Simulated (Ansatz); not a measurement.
`BC(O)O`. Charge 0, multiplicity 1.

```xyz
9

B     1.1066   -0.0931    0.1722
C    -0.4279   -0.2349    0.2855
O     0.0774    0.8070   -0.7685
O    -1.0977   -1.2342   -0.3219
H     1.6754    0.6005    0.9669
H     1.7042   -0.8628   -0.5157
H    -1.0138    0.3260    1.0155
H     0.0011    1.6937   -0.3989
H    -2.0254   -1.0022   -0.4350
```

(1) List the harmonic frequencies (cm⁻¹, unscaled) at PBE0-D4/def2-TZVP in Ansatz. (An estimate is asked.)

(2) Is this a minimum?

(3) Give the ideal-gas thermochemistry at 298.15 K and 1 bar (rigid rotor, harmonic oscillator; point group C1, symmetry number 1).

Results:

(1) The calculation gave: 329, 367, 449, 508, 638, 710, 797, 912, 973, 1008, 1049, 1164, 1200, 1277, 1318, 1482, 2570, 2668, 3102, 3817, 3840.

(2) Yes, all 21 modes are real.

(3) Zero-point energy 180.5 kJ/mol; H(298) − E = 195.0 kJ/mol; entropy 281.2 J/(mol·K), of which translation 159.9, rotation 99.3, vibration 22.0; G(298) − E = 111.2 kJ/mol.
